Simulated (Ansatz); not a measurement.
Job for Ansatz (a program for electronic structure): U-CCSD(T)/cc-pV(D+d)Z on O (SMILES [O]). The basis file is the Basis Set Exchange's JSON of that set.

Ansatz 0.2 input:
```yaml
crystal:
  periodic: [false, false, false]
  atoms:
    - {symbol: O, position_ang: [0.00000000, 0.00000000, 0.00000000]}
basis:
  gaussian:
    orbitals: cc-pV_D+d_Z.json
magnetization: {spin_polarized: true, initial_magnetization: 2}
correlation: {method: ccsd_t, electrons: outside_noble_gas}
scf: {omitted_lower_state_checks: [cluster_reference]}
```

Q: Predict the final total energy.

A: -74.9099 hartree (reference determinant -74.7922, T1 diagnostic 0.003).
